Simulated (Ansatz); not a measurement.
Geometry optimisation of (MgS)4 ring (Mg₄S₄).

```yaml
crystal:
  periodic: [false, false, false]
  atoms:
    - {symbol: Mg, position_ang: [-0.871200, 0.883470, 2.004100]}
    - {symbol: Mg, position_ang: [-1.071030, 1.747380, -1.251020]}
    - {symbol: Mg, position_ang: [0.880570, -0.877320, -2.003540]}
    - {symbol: Mg, position_ang: [1.060440, -1.754250, 1.249450]}
    - {symbol: S, position_ang: [-1.872550, 2.531130, 0.754430]}
    - {symbol: S, position_ang: [-0.165990, 0.818970, -3.146920]}
    - {symbol: S, position_ang: [1.872280, -2.531440, -0.753690]}
    - {symbol: S, position_ang: [0.167490, -0.817940, 3.147200]}
basis:
  gaussian: {orbitals: def2-SVP}
hamiltonian: {xc: pbe0, dispersion: d4}
scf: {lower_state_search: "off"}
output: {orbitals: {seedname: orbitals}}
relax: {f_tol: 0.02, max_steps: 100}
```

```sh
$ ansatz run in.yaml --threads 4 --pin off --events-out ev --progress --plain --max-ram 4787MiB
```

Shortened log:

```
Functional definition: PBE0
  name "PBE0"
  cite "Adamo & Barone, J. Chem. Phys. 110, 6158 (1999) doi:10.1063/1.478522"
  cite "Perdew, Burke & Ernzerhof, Phys. Rev. Lett. 77, 3865 (1996) doi:10.1103/PhysRevLett.77.3865"
  parent pbe
  parameter a = 0.25
  parameter kappa = 0.804
  parameter beta = 0.06672455060314922
  exchange = (1 - a)*pbe_x(kappa = kappa, mu = beta*pi^2/3) + a*exact_x
  correlation = pbe_c(beta = beta)
these checks for a lower state are left out or cut short: stability, starts, cluster_reference, orbital_swaps, neighbouring_geometries, increment
mean field -65082.13086674 eV, -2391.7241950998 hartree, gradient 6.5e-6 eV, S^2 0.000000; 0 other end points of the search recorded, 0 dependent functions left out
the calculation of the forces begins
relax step   1: F+E_penalty+E_count = -65082.42470145 eV  Δ(F+E_penalty+E_count) = +0.000e0 eV  max|allowed force component| = 3.289e-1 eV/Å  Δτ_max = 0.0000 Å  (15 SCF iters, accepted)
these checks for a lower state are left out or cut short: stability, starts, cluster_reference, orbital_swaps, neighbouring_geometries, increment
mean field -65082.21719134 eV, -2391.7273674706 hartree, gradient 1.0e-6 eV, S^2 0.000000; 0 other end points of the search recorded, 0 dependent functions left out
the calculation of the forces begins
relax step   2: F+E_penalty+E_count = -65082.50449134 eV  Δ(F+E_penalty+E_count) = -7.979e-2 eV  max|allowed force component| = 1.096e-1 eV/Å  Δτ_max = 0.1462 Å  (22 SCF iters, accepted)
these checks for a lower state are left out or cut short: stability, starts, cluster_reference, orbital_swaps, neighbouring_geometries, increment
mean field -65082.22582670 eV, -2391.7276848143 hartree, gradient 1.0e-6 eV, S^2 0.000000; 0 other end points of the search recorded, 0 dependent functions left out
the calculation of the forces begins
relax step   3: F+E_penalty+E_count = -65082.51672410 eV  Δ(F+E_penalty+E_count) = -1.223e-2 eV  max|allowed force component| = 1.584e-2 eV/Å  Δτ_max = 0.0548 Å  (21 SCF iters, accepted)
Total energy: -65082.51677015 eV, -2391.7383767889 hartree
Atom 0 at    -0.923350     0.930094     2.102545 Å, force    -0.004310     0.003969     0.008338 eV/Å
Atom 1 at    -1.105384     1.813539    -1.288073 Å, force    -0.002982     0.005289    -0.003153 eV/Å
Atom 2 at     0.924050    -0.929608    -2.102452 Å, force     0.003724    -0.004280    -0.008462 eV/Å
Atom 3 at     1.104743    -1.813993     1.287997 Å, force     0.003441    -0.005006     0.003127 eV/Å
Atom 4 at    -1.864707     2.520213     0.752016 Å, force     0.009740    -0.013067    -0.003732 eV/Å
Atom 5 at    -0.164159     0.809728    -3.116802 Å, force     0.000900    -0.004211     0.015843 eV/Å
Atom 6 at     1.863932    -2.520752    -0.752121 Å, force    -0.009628     0.013082     0.003874 eV/Å
Atom 7 at     0.164884    -0.809222     3.116900 Å, force    -0.000884     0.004223    -0.015835 eV/Å
Dipole moment:     0.000068     0.000038     0.000020 e Å
Checks for a lower state left out: stability, starts, cluster_reference, orbital_swaps, neighbouring_geometries, increment
```

It took 8.5 s on 4 threads of Arm Neoverse V2 on a shared host.

Another isomer (singlet) lies 1.95 eV lower at PBE0-D4/def2-TZVP; other spin states weren't run for this one.
